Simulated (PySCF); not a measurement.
## Computed properties of C5H8Si, SMILES C#C[C@@H]1C[C@@H]1[SiH3]

C5H8Si, SMILES C1[C@H]([C@H]1[SiH3])C#C. Geometry optimised at ωB97X-D3(BJ)/def2-SVP. The structure was generated by enumeration; whether it is a known compound was not checked. Other conformers were not sampled. All values are computed for the isolated molecule unless a solvent is named; none is compared with measurement here.

**Structure.** All 36 harmonic modes at ωB97X-D3(BJ)/def2-SVP (PySCF) are real, so it is a minimum. With heavy atoms numbered as in [CH:1]#[C:2][C@@H:3]1[CH2:4][C@@H:5]1[SiH3:6], the shortest bond between them is C1–C2 at 1.210 Å and the longest C5–Si6 at 1.876 Å.

**Vibrations.** The strongest infrared lines (harmonic, unscaled, degenerate partners summed) lie at 943 cm⁻¹ (245 km/mol, H 90 %, Si 9 %), 2246 cm⁻¹ (145 km/mol, H 97 %), 2259 cm⁻¹ (90 km/mol, H 96 %). The softest mode is at 91 cm⁻¹ and the zero-point energy is 67.4 kcal/mol.

**Electronic structure.** B3LYP/def2-TZVP (PySCF) places the frontier levels at -7.12 and 0.27 eV, a gap of 7.39 eV, and gives a dipole moment of 1.09 D and a mean polarisability of 81.2 bohr³. PBE/def2-TZVP (PySCF) at the same geometry gives -6.20 and -0.41 eV, so its gap is 1.60 eV narrower. An orbital gap is neither the optical nor the fundamental gap.

**Excitations.** TDDFT-B3LYP/def2-SVPD (PySCF) has S1 at 6.03 eV (206 nm, f = 0.001, dark); the most intense of the 10 singlets computed lies at 7.12 eV (f = 0.04). T1 (TDA) is at 5.22 eV. TDDFT-PBE/def2-SVPD (PySCF) puts S1 at 5.81 eV. No vertical singlet excitation falls in the visible range (under 3.1 eV).

**NMR.** GIAO shifts at PBE0/pcSseg-1 (PySCF) (non-relativistic, atoms alike by connectivity averaged): ¹³C from 2.0 to 90.2 ppm against TMS; ¹H from 0.2 to 4.3 ppm against TMS; ²⁹Si at -58.1 ppm against TMS.
